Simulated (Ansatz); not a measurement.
Reactions of BFH$_{6}$Si$_{2}$, SMILES `F[SiH2]B[SiH3]`.

Program: Ansatz. Geometries: PBE0-D4/def2-TZVP. ΔE: electronic, gas phase. CBS: MP2 limit from def2 TZ/QZ plus the TZ coupled-cluster correction, frozen cores. This one scheme is used for every species, atoms too. Functionals use def2-TZVPP. Open shells (•) are unrestricted, without spin–orbit coupling. Spin–orbit coupling would lower the free atoms: a little for B, F, Si. def2 core potentials past Kr. Bonds to Sn are less sure, by a few kJ/mol each and by 10 to 20 or more in all where they break to atoms, as the def2 sets lack core-valence functions. One conformer a species, not always the lowest.

```csv
reaction,B2PLYP (kcal/mol),PBE-D4 (kcal/mol),CCSD(T)/CBS(def2) (kcal/mol)
`F[SiH2]B[SiH3]` + `[SiH3]S` → `[SiH3]BS[SiH3]` + `F[SiH3]`,-28.1,-26.7,-27.8
`F[SiH2]B[SiH3]` + H₂ → `[SiH3]B[SiH3]` + H–F,26.4,24.1,25.3
`F[SiH2]B[SiH3]` → B• + F• + 6 H• + 2 Si•,744.7,750.0,753.7
`F[SiH2]B[SiH3]` + `[SnH4]` → `F[SiH2][BH][SnH3]` + SiH₄,-3.0,-1.5,-4.3
`F[SiH2]B[SiH3]` + `C[SiH3]` → `F[SiH2]BC[SiH3]` + SiH₄,-8.1,-7.3,-8.2
```

Largest T1 diagnostic: 0.015, for `[SiH3]BS[SiH3]`.
